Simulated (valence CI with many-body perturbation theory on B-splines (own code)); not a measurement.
# E1 line list for Tm³⁸⁺

Computed by relativistic CI+MBPT: three valence electrons over a frozen Dirac-Fock core [Ar] 3d10, radial functions for each j: 11 s, 11 p, 10 d, 8 f, 5 g, 2 h, with the one-electron correlation potential Σ1 (screened to all orders), the two-electron term Σ2, the three-electron term Σ3, Breit, model QED; selected single and double excitations, second order for the rest, scaled by the run's own slope (own B-spline code, finite nucleus).

The last digits are not significant, and no measured levels were compared; by estimate large intervals hold to a few tenths of a per cent, small ones and those within an open d or f shell to about a per cent.

Lines 151 to 200 of 539 in falling wavelength, among levels below 49.888 Ry, chosen from the strongest by gf and those to the six lowest levels. Wavelengths and rates use the calculated energies. Electric multipoles are in the length gauge, E1 and E2 with the static RPA response of the core. Weak lines are less certain than strong ones. Lines between different terms over intervals too small for the method are left out, as are lines whose strength nearly cancels. Where a level lies close to another of its J and parity, the split of strength between their lines is uncertain. The highest levels of a list are the least certain.

Levels are named by their leading jj configuration (3d3/2^4 stands for four electrons in 3d with j = 3/2), which in mixed levels can hold well under half, so a name can repeat and another be missing. Letters in brackets count levels of one name in rising energy.

| λ vac (Å) | Upper | Lower | A (s⁻¹) | S (a.u.) |
| --- | --- | --- | --- | --- |
| 79.22 | (4p1/2 4p3/2 4f7/2) J=5/2 [a] | (4s 4p1/2 4f5/2) J=5/2 [c] | 5.21e+10 | 7.67e-02 |
| 79.21 | (4s 4d5/2^2) J=3/2 | (4s 4p3/2 4d5/2) J=3/2 [b] | 1.21e+11 | 1.19e-01 |
| 79.21 | (4p1/2 4p3/2 4f5/2) J=9/2 | (4s 4p1/2 4f7/2) J=7/2 [a] | 7.76e+10 | 1.90e-01 |
| 79.10 | (4s 4p1/2 4d5/2) J=5/2 [a] | (4s 4p1/2 4p3/2) J=3/2 [a] | 1.97e+11 | 2.89e-01 |
| 79.05 | (4s 4d5/2 4f7/2) J=9/2 [a] | (4s 4p3/2 4f7/2) J=9/2 [a] | 8.04e+10 | 1.96e-01 |
| 79.05 | (4p3/2 4d5/2^2) J=11/2 | (4s 4d3/2 4d5/2) J=9/2 | 3.41e+10 | 9.98e-02 |
| 79.02 | (4p1/2 4p3/2 4d5/2) J=3/2 [a] | (4p1/2 4p3/2^2) J=3/2 | 2.87e+11 | 2.80e-01 |
| 79.02 | (4p1/2 4p3/2 4f7/2) J=5/2 [a] | (4p1/2 4p3/2 4d5/2) J=3/2 [a] | 8.18e+10 | 1.20e-01 |
| 79.00 | (4p1/2 4p3/2 4f5/2) J=3/2 [b] | (4p1/2 4p3/2 4d5/2) J=3/2 [a] | 1.38e+11 | 1.35e-01 |
| 78.98 | (4p1/2 4p3/2 4d5/2) J=7/2 [c] | (4p1/2 4p3/2^2) J=5/2 | 4.23e+11 | 8.23e-01 |
| 78.98 | (4p3/2 4d5/2^2) J=5/2 | (4p3/2^2 4d5/2) J=7/2 | 2.39e+11 | 3.48e-01 |
| 78.98 | (4p3/2 4d3/2 4d5/2) J=5/2 [c] | (4s 4d3/2 4d5/2) J=7/2 [c] | 1.62e+11 | 2.36e-01 |
| 78.97 | (4s 4d5/2^2) J=1/2 | (4s 4p3/2 4d5/2) J=3/2 [b] | 5.27e+11 | 2.56e-01 |
| 78.96 | (4p3/2^2 4d5/2) J=5/2 [a] | (4s 4p3/2 4d5/2) J=7/2 [b] | 1.31e+11 | 1.91e-01 |
| 78.96 | (4p3/2^2 4d3/2) J=3/2 [b] | (4s 4p3/2 4d3/2) J=5/2 [b] | 7.90e+10 | 7.68e-02 |
| 78.93 | (4p3/2^3) J=3/2 [a] | (4s 4p3/2^2) J=5/2 | 1.04e+11 | 1.01e-01 |
| 78.92 | (4s 4p3/2 4f7/2) J=5/2 [c] | (4s^2 4f7/2) J=7/2 | 2.82e+11 | 4.10e-01 |
| 78.91 | (4p3/2^2 4d5/2) J=3/2 | (4p3/2^3) J=3/2 [b] | 5.13e+11 | 4.98e-01 |
| 78.88 | (4s 4p3/2 4f7/2) J=9/2 [a] | (4s 4p3/2 4d5/2) J=9/2 | 1.71e+11 | 4.15e-01 |
| 78.84 | (4p3/2 4d3/2 4d5/2) J=3/2 [a] | (4s 4d3/2 4d5/2) J=5/2 [a] | 1.55e+11 | 1.50e-01 |
| 78.80 | (4s 4p1/2 4f7/2) J=9/2 | (4s 4p1/2 4d5/2) J=7/2 | 2.76e+11 | 6.67e-01 |
| 78.74 | (4p1/2 4p3/2 4d5/2) J=7/2 [b] | (4s 4p1/2 4d5/2) J=5/2 [a] | 7.14e+10 | 1.38e-01 |
| 78.72 | (4p1/2 4d5/2^2) J=7/2 | (4p1/2 4p3/2 4d5/2) J=7/2 [a] | 1.85e+11 | 3.57e-01 |
| 78.71 | (4p3/2 4d3/2 4d5/2) J=7/2 [b] | (4s 4d3/2 4d5/2) J=7/2 [a] | 7.74e+10 | 1.49e-01 |
| 78.68 | (4s 4d5/2 4f7/2) J=11/2 | (4s 4p3/2 4f7/2) J=11/2 | 1.13e+11 | 3.25e-01 |
| 78.68 | (4s 4d5/2 4f7/2) J=11/2 | (4p3/2^2 4d5/2) J=9/2 | 5.73e+10 | 1.65e-01 |
| 78.65 | (4s 4d3/2 4f7/2) J=9/2 [b] | (4s 4d3/2 4d5/2) J=7/2 [a] | 4.30e+10 | 1.03e-01 |
| 78.65 | (4s 4d3/2 4d5/2) J=3/2 [b] | (4p3/2^3) J=3/2 [a] | 2.42e+11 | 2.33e-01 |
| 78.64 | (4p1/2 4p3/2 4f7/2) J=9/2 [a] | (4s 4p1/2 4f7/2) J=7/2 [a] | 5.76e+10 | 1.38e-01 |
| 78.57 | (4p1/2 4p3/2 4d5/2) J=5/2 [c] | (4s 4p1/2 4d5/2) J=3/2 | 5.65e+11 | 8.12e-01 |
| 78.57 | (4s 4p3/2 4d5/2) J=5/2 [a] | (4s 4p3/2^2) J=5/2 | 3.09e+11 | 4.44e-01 |
| 78.54 | (4p1/2 4p3/2^2) J=1/2 | (4s 4p1/2 4p3/2) J=3/2 [b] | 2.93e+11 | 1.40e-01 |
| 78.53 | (4s 4d3/2 4f7/2) J=7/2 [b] | (4s 4d3/2 4d5/2) J=7/2 [b] | 1.46e+11 | 2.79e-01 |
| 78.52 | (4p1/2 4p3/2^2) J=5/2 | (4s 4p1/2 4p3/2) J=3/2 [b] | 3.58e+11 | 5.14e-01 |
| 78.50 | (4s 4d3/2 4f7/2) J=5/2 [a] | (4s 4d3/2 4d5/2) J=5/2 [a] | 9.15e+10 | 1.31e-01 |
| 78.50 | (4s 4p1/2 4f7/2) J=7/2 [b] | (4s 4p1/2 4d5/2) J=7/2 | 9.43e+10 | 1.80e-01 |
| 78.40 | (4s 4d3/2 4f7/2) J=9/2 [c] | (4s 4d3/2 4d5/2) J=7/2 [c] | 3.51e+11 | 8.34e-01 |
| 78.40 | (4s 4d5/2 4f5/2) J=5/2 [b] | (4s 4p3/2 4f5/2) J=5/2 [a] | 1.96e+11 | 2.80e-01 |
| 78.37 | (4p1/2 4p3/2 4d5/2) J=5/2 [a] | (4s 4p1/2 4d5/2) J=5/2 [a] | 7.86e+10 | 1.12e-01 |
| 78.37 | (4p1/2 4d5/2^2) J=5/2 | (4s 4p1/2 4f7/2) J=7/2 [a] | 7.55e+10 | 1.08e-01 |
| 78.36 | (4p3/2^2 4d3/2) J=3/2 [c] | (4s 4p3/2 4d5/2) J=3/2 [a] | 8.55e+10 | 8.12e-02 |
| 78.34 | (4s 4d3/2 4d5/2) J=5/2 [b] | (4s 4p3/2 4d3/2) J=7/2 | 7.85e+10 | 1.12e-01 |
| 78.30 | (4s 4d5/2^2) J=5/2 | (4s 4p3/2 4d5/2) J=5/2 [a] | 3.76e+11 | 5.34e-01 |
| 78.28 | (4s 4d5/2 4f7/2) J=9/2 [b] | (4s 4p3/2 4f7/2) J=9/2 [a] | 2.41e+11 | 5.72e-01 |
| 78.28 | (4p1/2 4p3/2 4f7/2) J=7/2 [a] | (4s 4p1/2 4f7/2) J=7/2 [a] | 1.07e+11 | 2.02e-01 |
| 78.28 | (4s 4d5/2 4f5/2) J=5/2 [b] | (4p3/2^2 4d3/2) J=3/2 [b] | 5.79e+10 | 8.23e-02 |
| 78.27 | (4s 4d3/2 4f7/2) J=5/2 [b] | (4s 4d3/2 4d5/2) J=5/2 [b] | 1.13e+11 | 1.60e-01 |
| 78.27 | (4s 4p1/2 4p3/2) J=3/2 [b] | (4s^2 4p1/2) J=1/2 | 2.07e+11 | 1.96e-01 |
| 78.26 | (4s 4d5/2 4f5/2) J=3/2 | (4s 4p3/2 4f5/2) J=3/2 | 1.32e+11 | 1.25e-01 |
| 78.24 | (4s 4p1/2 4d5/2) J=3/2 | (4s 4p1/2 4p3/2) J=1/2 | 4.26e+11 | 4.02e-01 |
